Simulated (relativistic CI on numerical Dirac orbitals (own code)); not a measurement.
## Mo²⁺ (4d4) in a crystal field

Calculated by Dirac-Coulomb-Breit CI, KLI orbitals optimised for each configuration, a model potential for QED, valence Slater integrals scaled by 0.9, one configuration in a parametric crystal field (own radial code). With so little scaling, terms lie 10 to 35 % too far apart, which can change the order of excited levels.

Field parameters in Wybourne normalisation: Oh B⁴₀ = 21Dq, B⁴₄ = √(5/14) B⁴₀; Td as Oh with Dq negative (B⁴₀ = 21Dq, B⁴₄ = √(5/14) B⁴₀). The field is a parameter set, without covalency.

S and J are read from ⟨S²⟩ = S(S + 1) and ⟨J²⟩ = J(J + 1) of each level; they are not fictitious spins.

Oh, 10Dq = 13950 cm⁻¹, the lowest 10 levels:

| E (cm⁻¹) | Degeneracy | Irrep | S | J |
| --- | --- | --- | --- | --- |
| 0.0 | 1 | A1 | 1.87 | 3.06 |
| 155 | 3 | T1 | 1.92 | 3.00 |
| 293 | 2 | E | 1.96 | 2.96 |
| 369 | 3 | T2 | 1.98 | 2.98 |
| 450 | 1 | A2 | 2.00 | 3.00 |
| 2493 | 1 | A1 | 1.20 | 4.23 |
| 2729 | 3 | T1 | 1.13 | 4.18 |
| 3047 | 3 | T2 | 1.03 | 3.91 |
| 3134 | 2 | E | 1.06 | 3.83 |
| 10177 | 3 | T2 | 0.09 | 4.66 |

Oh, 10Dq = 7900 cm⁻¹, the lowest 16 levels:

| E (cm⁻¹) | Degeneracy | Irrep | S | J |
| --- | --- | --- | --- | --- |
| 0.0 | 1 | A1 | 1.99 | 2.68 |
| 62.8 | 3 | T1 | 1.99 | 2.78 |
| 122 | 2 | E | 1.99 | 2.86 |
| 164 | 3 | T2 | 2.00 | 2.93 |
| 206 | 1 | A2 | 2.00 | 3.00 |
| 7592 | 1 | A1 | 1.06 | 4.31 |
| 7744 | 3 | T2 | 1.99 | 2.43 |
| 7753 | 3 | T1 | 1.99 | 2.57 |
| 7764 | 1 | A1 | 1.96 | 2.83 |
| 7937 | 3 | T1 | 1.02 | 4.32 |
| 8221 | 3 | T1 | 1.99 | 3.35 |
| 8223 | 2 | E | 1.98 | 3.41 |
| 8287 | 3 | T2 | 1.01 | 4.00 |
| 8336 | 2 | E | 1.02 | 3.93 |
| 8508 | 3 | T2 | 1.99 | 3.80 |
| 13972 | 3 | T2 | 0.88 | 4.87 |

Td, 10Dq = -6250 cm⁻¹, the lowest 16 levels:

| E (cm⁻¹) | Degeneracy | Irrep | S | J |
| --- | --- | --- | --- | --- |
| 0.0 | 1 | A1 | 1.99 | 1.95 |
| 98.5 | 3 | T1 | 1.99 | 2.15 |
| 186 | 3 | T2 | 2.00 | 2.33 |
| 626 | 2 | E | 2.00 | 3.11 |
| 676 | 3 | T1 | 2.00 | 3.21 |
| 1002 | 3 | T2 | 2.00 | 3.73 |
| 6773 | 1 | A2 | 1.99 | 3.00 |
| 6784 | 3 | T2 | 1.99 | 3.09 |
| 6794 | 2 | E | 1.99 | 3.18 |
| 6801 | 3 | T1 | 1.99 | 3.25 |
| 6808 | 1 | A1 | 1.99 | 3.32 |
| 8134 | 1 | A1 | 0.85 | 3.79 |
| 9251 | 3 | T1 | 1.01 | 3.81 |
| 9559 | 2 | E | 1.00 | 4.10 |
| 9670 | 3 | T2 | 1.00 | 4.26 |
| 11179 | 1 | A1 | 0.36 | 4.54 |

The free-ion ground term has S = 2. Every field shown keeps that spin.

Levels of this model without a field, named by their leading LS term: ⁵D0 0, ⁵D1 203, ⁵D2 577, ⁵D3 1086, ⁵D4 1699, ³H4 13909, ³P0 14268, ³H5 14375 cm⁻¹.
